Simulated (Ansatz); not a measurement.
F3H2InSe (`[F][In-]([F])([F])[SeH2+]`), relaxed with RKS PBE-D4/def2-SVP in Ansatz 0.2.0 from a rough embedded geometry. The force threshold is 0.03 eV/Å; the program also tests the step.

Total charge 0; spin multiplicity 1. In: def2 effective core potential.

Start:

```xyz
7

F     1.246   -2.311    0.399
In    0.011   -0.771    0.434
F    -1.735   -1.388   -0.132
F    -0.182   -0.075    2.259
Se    0.800    1.117   -1.142
H    -0.621    1.270   -1.730
H     0.482    2.158   -0.088
```

```tsv
step	energy (eV)	largest force (eV/Å)	largest move (Å)
1	-78676.5085	1.957	0.000
2	-78676.9132	0.635	0.196
3	-78676.9730	0.500	0.194
4	-78676.9960	0.144	0.035
5	-78676.9971	0.125	0.040
6	-78677.0071	0.112	0.068
7	-78677.0141	0.130	0.076
8	-78677.0161	0.353	0.149
9	-78677.0212	0.087	0.033
10	-78677.0212	0.086	0.000
11	-78677.0213	0.102	0.045
12	-78677.0228	0.022	0.037
```

End:

```xyz
7

F     1.308   -2.459    0.473
In    0.043   -0.955    0.499
F    -1.680   -1.028   -0.491
F    -0.006    0.340    2.006
Se    0.713    1.247   -1.166
H    -0.726    0.973   -1.455
H     0.348    1.881    0.134
```

Run time 16 s (4 threads of an Intel Xeon Platinum 8375C on a shared host); peak host memory 0.17 GiB.
